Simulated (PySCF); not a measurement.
C3H6BFO2, SMILES [C@@H]1(C[C@H]1B(O)O)F.

Coordinates come from a B3LYP-D3(BJ)/def2-SVP optimisation. The structure was generated by enumeration; whether it is a known compound was not checked. One conformer was computed; it need not be the lowest.

Two levels are set side by side: TDA-PBE/def2-SVPD (PySCF) and TDA-B3LYP/def2-SVPD (PySCF). Vertical, same geometry. The lowest singlet is HOMO→LUMO 99 % with PBE and HOMO→LUMO 95 % with the other functional; states are paired by order. Differences are taken from unrounded values.

| quantity | TDA-B3LYP |
|---|---|
| lowest singlet excitation (eV) | 6.96 |
| lowest triplet excitation (TDA) (eV) | 6.83 |
| first bright state (f over 0.05) (eV) | 8.21 |
| its oscillator strength | 0.06 |

**Question.** What does TDA-PBE give, and how far is it from TDA-B3LYP? (An estimate is asked for; the answer gives what the named calculation found.)

**Answer.** 
```csv
quantity,TDA-PBE,TDA-PBE minus TDA-B3LYP
lowest singlet excitation (eV),6.18,-0.78
lowest triplet excitation (TDA) (eV),6.11,-0.72
first bright state (f over 0.05) (eV),7.72,-0.49
its oscillator strength,0.06,0.01
```

Functionals without exact exchange tend to place singlet excitations lower, as here. Differences between two approximate levels are no errors against the true value.

Rough cost on one machine, each run with all the roots and properties that it gave: TDA-B3LYP against TDA-PBE about 3 times.
